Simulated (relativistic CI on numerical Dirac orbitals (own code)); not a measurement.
**Electric-dipole lines of Ce IX**

Calculated at this level of theory: Dirac-Coulomb-Breit CI, separate exchange-only KLI orbitals for each configuration, model QED (radiative potential, 1s self-energy scaled to tabulated hydrogen-like ionisation energies), unscaled Slater integrals (own radial code, finite nucleus).

CI space (outside the closed core [Kr]): 4d10 5s2 5p2, 4d10 5s2 5p 4f, 4d10 5s 5p3, 4d10 5s2 5p 5d, 4d10 5p4, 4d10 5s 5p 4f2, 4d10 5s 5p2 4f, 4d10 5s2 4f 5d, 4d10 5s 5p2 5d, 4d10 5p3 4f, 4d10 5s2 5p 5f, 4d10 5s2 4f 6s, 4d10 5s2 5p 5g, 4d10 5s2 5p 6s, 4d10 5s 5p2 5f, 4d10 5p3 5d, 4d10 5s2 5p 6p, 4d10 5p2 4f 5d, 4d10 5s 5p2 5g, 4d10 5s2 4f 5g, 4d10 5s 5p 5d2, 4d10 5s 5p 4f 5f, 4d9 5s2 5p2 4f, 4d10 5p3 6s, 4d10 5s2 5d 5f, 4d10 5s 5p2 6s, 4d10 5s2 5p 6d, 4d10 5s2 4f2, 4d10 5s 4f3, 4d10 5s 4f2 5d, 4d10 5p2 4f2, 4d10 5p 4f3, 4d10 5p 4f2 5d, 4d10 5p 4f2 5f, 4d10 5s2 5d2, 4d10 5s 4f 5d2, 4d10 5s 5d3, 4d10 5s 5p 4f 5d, 4d10 5p 4f 5d2, 4d10 5s 4f 5d 5f, 4d10 5p2 5d2, 4d10 5p 5d3, 4d10 5p 5d2 5f, 4d10 5s2 4f 5f, 4d10 5s 4f2 5f, 4d10 5s2 5f2, 4d10 5s 4f 5f2, 4d10 5s 5d 5f2, 4d10 5s 5p 4f 6s, 4d10 5s 4f2 6s, 4d10 5s 4f 5d 6s, 4d10 5p 4f2 6s, 4d10 5p 4f 5d 6s, 4d10 5s 4f 5f 6s, 4d10 5s2 5d 6s, 4d10 5s 5d2 6s. Double excitations out of closed p, d and f shells are left out; levels of such configurations are missing from the list, as are those of other unlisted configurations, and high levels can miss mixing partners. These lack a partner that the ground configuration has and come out too high: 4d9 5s2 5p2 4f, 4d10 5s 5p2 5f, 4d10 5s 5p2 5g, 4d10 5s2 5p 5g, 4d10 5s2 5p 6s.

```tsv
λ vac (Å)	Lower	Upper	A (s⁻¹)	gf	Branching (%)
349.58	4d10 5s 5p3 5S°_2 [18]	4d10 5s 5p2 5d 5P_2 [330]	5.14e+10	4.70e+00	91.8
353.79	4d10 5s 5p3 5S°_2 [18]	4d10 5s 5p2 5d 5P_3 [322]	4.00e+10	5.26e+00	90.5
364.21	4d10 5s2 5p2 3P_2 [3]	4d10 5s2 5p 5d 3D°_3 [106]	2.67e+10	3.72e+00	78.3
364.37	4d10 5s2 5p 4f 3G_3 [5]	4d10 5s2 4f 5d 3H°_4 [194]	1.04e+10	1.87e+00	34.2
384.29	4d10 5s2 5p2 1D_2 [4]	4d10 5s2 5p 5d 1F°_3 [132]	1.60e+10	2.48e+00	65.5
394.98	4d10 5s2 5p 4f 3G_5 [12]	4d10 5s 5p 4f2 3H°_6 [221]	1.40e+10	4.26e+00	86.0
404.74	4d10 5s2 5p 4f 3G_3 [10]	4d10 5s2 4f 5d 3H°_4 [194]	1.72e+10	3.80e+00	56.4
407.43	4d10 5s2 5p 4f 1G_4 [16]	4d10 5s2 4f 5d 1H°_5 [222]	2.17e+10	5.93e+00	92.6
407.83	4d10 5s2 5p 4f 3F_4 [11]	4d10 5s2 4f 5d 3H°_5 [196]	1.55e+10	4.26e+00	62.9
408.16	4d10 5s2 5p 4f 3G_3 [5]	4d10 5s 5p2 4f 1G°_4 [140]	8.41e+09	1.89e+00	31.3
414.80	4d10 5s2 5p 4f 3G_5 [12]	4d10 5s 5p 4f2 3H°_6 [200]	1.13e+10	3.79e+00	99.6
424.39	4d10 5s2 5p 4f 3G_4 [9]	4d10 5s 5p2 4f 3G°_5 [133]	9.05e+09	2.69e+00	32.7
458.45	4d10 5s2 5p 4f 3G_5 [12]	4d10 5s 5p2 4f 3F°_4 [160]	1.37e+10	3.88e+00	50.8
462.85	4d10 5s2 4f2 3H_6 [23]	4d10 5s 5p 4f2 3G°_5 [267]	2.21e+10	7.82e+00	58.9
463.24	4d10 5s2 4f2 3H_5 [22]	4d10 5s 5p 4f2 3G°_4 [263]	2.09e+10	6.06e+00	56.3
463.40	4d10 5s2 4f2 3H_4 [20]	4d10 5s 5p 4f2 3G°_3 [262]	2.04e+10	4.59e+00	55.5
466.22	4d10 5s2 4f2 1I_6 [33]	4d10 5s 5p 4f2 1H°_5 [300]	2.74e+10	9.83e+00	78.0
471.58	4d10 5s2 5p 4f 3G_4 [9]	4d10 5s 5p2 4f 3D°_3 [95]	1.57e+10	3.66e+00	73.1
472.66	4d10 5s2 5p 4f 3G_3 [5]	4d10 5s 5p2 4f 3G°_3 [89]	7.88e+09	1.85e+00	38.4
475.66	4d10 5s2 5p 4f 3F_3 [6]	4d10 5s 5p2 4f 3F°_4 [92]	7.96e+09	2.43e+00	58.2
483.30	4d10 5s2 5p 4f 3G_5 [12]	4d10 5s 5p2 4f 3G°_5 [133]	1.48e+10	5.70e+00	53.4
485.39	4d10 5s2 5p 4f 3F_2 [7]	4d10 5s 5p2 4f 3G°_3 [89]	1.01e+10	2.51e+00	49.4
496.03	4d10 5s2 5p 4f 1G_4 [16]	4d10 5s 5p2 4f 1G°_4 [140]	1.19e+10	3.94e+00	44.1
506.79	4d10 5s2 4f2 1I_6 [33]	4d10 5s 5p 4f2 1K°_7 [274]	1.58e+10	9.10e+00	100.0
509.00	4d10 5s2 4f2 3H_5 [22]	4d10 5s 5p 4f2 3H°_5 [236]	1.11e+10	4.76e+00	48.6
510.33	4d10 5s2 4f2 3H_4 [20]	4d10 5s 5p 4f2 3I°_5 [230]	1.43e+10	6.15e+00	79.7
511.38	4d10 5s2 4f2 3H_6 [23]	4d10 5s 5p 4f2 3H°_6 [240]	1.31e+10	6.70e+00	56.0
511.98	4d10 5s2 4f2 3H_5 [22]	4d10 5s 5p 4f2 3I°_6 [232]	1.41e+10	7.20e+00	77.3
512.87	4d10 5s2 4f2 3H_6 [23]	4d10 5s 5p 4f2 3I°_7 [237]	1.59e+10	9.41e+00	100.0
538.73	4d10 5s2 4f2 1I_6 [33]	4d10 5s 5p 4f2 1I°_6 [260]	1.44e+10	8.16e+00	97.2
```

Terms are leading LS components. Brackets give the number of a level in order of energy, since labels repeat. The list gives strong lines, with weight on those to low levels, without lines whose two gauges differ by over a factor of 2.5, among the lowest 400 of 7255 levels, so that lines to higher ones, which can be the strongest, are missing. Levels whose partners in the same complex of configurations lie outside the list can be far off, and so can their lines. Rates are taken at the computed energies, electric ones in the length gauge.

At this charge configurations can still be misplaced by up to about 7 % of their energy. Levels and lines within the n = 5 or 6 shells can be off by up to 10 % or somewhat more, and those that change n by about 2 %, since core polarisation is missing. Levels that differ in their count of f electrons can be misplaced by several ten thousand cm⁻¹, since the correlation energy of f electrons is missing or only estimated; rates across such gaps can be off by orders of magnitude.

LS names give the leading component of a level, which can be under half, so a name can repeat, a term be missing and a line seem to break the LS rules.
